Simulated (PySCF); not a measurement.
**MGa for M along the halogens**

r²SCAN with triple-zeta basis sets in PySCF, for the lowest determinant that a PBE0 search found; no spin–orbit coupling. De refers to high-spin ground-configuration atoms. A positive dipole means M(−)Ga(+).

```csv
M,basis,state (unpaired electrons),Re (Å),ωe (cm⁻¹),De (eV),μ (D)
F,def2-TZVPP,singlet (closed shell),1.782,626,6.12,2.05
Br,def2-TZVPP,singlet (closed shell),2.365,269,4.49,2.27
I,x2c-TZVPPall,singlet (closed shell),2.578,219,3.88,2.28
```

(1) The row for M = Cl is missing. Estimate Re, ωe and De as the mean of the rows for F and Br, and compare with the calculation.

The rows differ in basis set, which adds steps of its own.

These are scalar-relativistic numbers at best; spin–orbit coupling would shift them, the dissociation energy most.

## Answers

(1) The means are 2.074 Å, 448 cm⁻¹ and 5.30 eV. r²SCAN in def2-TZVPP gives GaCl as a singlet (closed shell) with Re = 2.208 Å, ωe = 372 cm⁻¹, De = 4.95 eV, so the estimate is off by -13.4 pm, +20 % and +0.36 eV.
